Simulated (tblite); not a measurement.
C₆H₁₂NO₂P.
Structure used (GFN2-xTB), in Å, numbered top down from 1:
```xyz
22
C6H12NO2P angstrom
C      3.457   -0.877   -0.482
O      2.432    0.076   -0.603
C      1.161   -0.491   -0.806
P      0.063    0.978   -1.135
C      0.223    1.723    0.579
C     -0.759    2.748    0.763
N     -1.566    3.547    0.902
C     -1.585    0.135   -0.869
O     -1.563   -0.606    0.324
C     -2.812   -1.167    0.643
H      4.383   -0.325   -0.341
H      3.533   -1.493   -1.386
H      3.286   -1.535    0.379
H      1.158   -1.152   -1.688
H      0.830   -1.070    0.069
H      0.079    0.936    1.326
H      1.228    2.145    0.662
H     -2.360    0.916   -0.836
H     -1.799   -0.514   -1.734
H     -3.146   -1.857   -0.141
H     -2.681   -1.710    1.577
H     -3.570   -0.386    0.774
```

Level: GFN2-xTB in tblite, geometry and Hessian alike; calculated harmonic values, unscaled, isolated species. Errors from tens to a few hundred cm⁻¹ against measured bands are possible. One conformer, not necessarily the lowest.

Harmonic wavenumbers (cm⁻¹): 28.6, 55.2, 62.5, 81.9, 88.8, 114.6, 128.4, 176.2, 214.6, 224.8, 242.1, 265.0, 302.5, 376.1, 386.3, 404.2, 473.5, 698.3, 736.8, 749.8, 785.7, 862.7, 873.4, 976.9, 988.4, 1003.6, 1056.9, 1099.1, 1109.5, 1130.6, 1133.4, 1149.0, 1153.6, 1160.0, 1168.6, 1193.4, 1257.2, 1277.1, 1361.4, 1406.1, 1406.9, 1454.1, 1456.7, 1465.8, 1467.5, 1487.3, 1488.2, 2397.3, 2829.1, 2832.0, 2857.6, 2865.8, 2901.4, 2908.3, 2924.6, 2929.4, 2937.4, 2959.6, 3027.0, 3030.4.

A = 1319, B = 751.3, C = 553.4 MHz; mass 161.061 u (most abundant isotopes); point group C1, symmetry number 1.

**Question.** What is the zero-point energy?

**Answer.** Half the sum of the wavenumbers: 37792 cm⁻¹ = 108.05 kcal/mol.

**Question.** What is S at 200 K and 1 bar for an ideal gas of classical rigid rotors and harmonic oscillators?

**Answer.** Translation 39.18, rotation 29.56, vibration 32.43: S = 101.2 cal/(mol K).

**Question.** And Cp and H(200 K) − H(0)?

**Answer.** Cp = 36.98 cal/(mol K), of which vibrations give 29.03 (their classical limit is 60 R = 119.2); H(200 K) − H(0) = 4.91 kcal/mol without the zero-point energy, 3.32 from vibrations.

**Question.** How do the functions run with temperature in this model?

**Answer.** 
```tsv
T (K)	S (cal/(mol K))	Cp (cal/(mol K))	H − H(0) (kcal/mol)	G − H(0) (kcal/mol)	ln q(vib)
50	64.5	17.8	0.61	-2.61	1.24
100	79.5	26.1	1.72	-6.23	3.54
298.15	117.8	47.1	9.02	-26.09	11.85
373.15	129.2	55.0	12.85	-35.36	14.60
500	147.0	67.1	20.62	-52.90	18.98
750	177.8	84.5	39.73	-93.62	26.94
1000	203.8	96.1	62.41	-141.41	34.13
```

q(vib) and H(0) count from the zero-point level.

**Question.** What must be added to the electronic energy to get the Gibbs energy at 200 K and 1 bar?

**Answer.** ZPE + [H(200 K) − H(0)] − T·S = 108.05 + 4.91 − 20.23 = 92.73 kcal/mol.

**Question.** Which modes carry the vibrational entropy at 200 K?

**Answer.** 28.6 cm⁻¹: 5.13; 55.2 cm⁻¹: 3.84; 62.5 cm⁻¹: 3.59; 81.9 cm⁻¹: 3.07; 88.8 cm⁻¹: 2.91; 114.6 cm⁻¹: 2.43 cal/(mol K); the other 54 give 11.46 together.

Hindered rotation and anharmonicity are outside this model. Other conformers, if any are populated, would add a mixing term that is left out. The structure is chiral; the term R ln 2 for an equal mix with its mirror image is left out.

Hardware: one thread of an Arm Neoverse V1, shared host. This covers the Hessian and the dipole derivatives.
